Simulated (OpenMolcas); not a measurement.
Ir3+ (d6) among equal point charges was computed by CASSCF with the d shell active (OpenMolcas, ANO-RCC-VDZP on the metal). Its lowest spin-free states, and all those of the highest spin:

```
2S+1  Degeneracy  E (cm-1)
   5           2       0.0
   5           2      4622
   5           1      8241
   3           1     12255
   3           2     17052
   3           2     17314
   3           1     17699
   3           1     17982
   3           2     18014
   3           2     19790
   1           2     20098
   3           1     21053
```

Question: Is the site octahedral, tetrahedral or cube-like, axial, or of lower symmetry?

Answer: The states with 2S+1 = 5 have orbital degeneracies 2, 2, 1. There are pairs but no triples, so the site is axial: not cubic, but with a proper or improper axis of order three or more. The run had Ir3+ among 5 point charges of -2 e arranged as a trigonal bipyramid (D3h), 1.94 Å from the ion, with the axial distance 2.270 Å.

An orbital doublet at a regular site is open to a Jahn-Teller distortion, which this geometry leaves out. Without dynamic correlation the repulsion within the d shell is too large (B by tens of per cent), so at a given field states of lower spin stand too high. This shell can be high or low spin here, a state of another spin lies low, and with metal d orbitals alone active their balance is uncertain, so the ground spin may be wrong. Point charges give a weaker field than real ligands, and real ions of this kind are as a rule low spin; the high spin found here belongs to the model. This is an electrostatic model: the charges have no orbitals. No measured value stands beside these numbers.
